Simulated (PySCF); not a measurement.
C₄H₉NS, SMILES C/N=C(\C)SC.

The structure is a stationary point at B3LYP-D3(BJ)/def2-SVP. The structure was generated by enumeration; whether it is a known compound was not checked.

Two levels are set side by side: PBE/def2-TZVP (PySCF) and r2SCAN/def2-TZVP (PySCF). Same geometry, gas phase. Differences are taken from unrounded values.

```
quantity                     r2SCAN    PBE  PBE minus r2SCAN
---------------------------  ------  -----  ----------------
orbital gap (eV)               4.81   4.41             -0.40
highest occupied level (eV)   -5.57  -5.36              0.21
lowest empty level (eV)       -0.76  -0.94             -0.19
dipole moment (D)              1.00   0.98             -0.02
mean polarisability (bohr³)    79.3   81.1               1.8
```

Rough cost on one machine, each run with all the roots and properties that it gave: r2SCAN against PBE about 4 times.
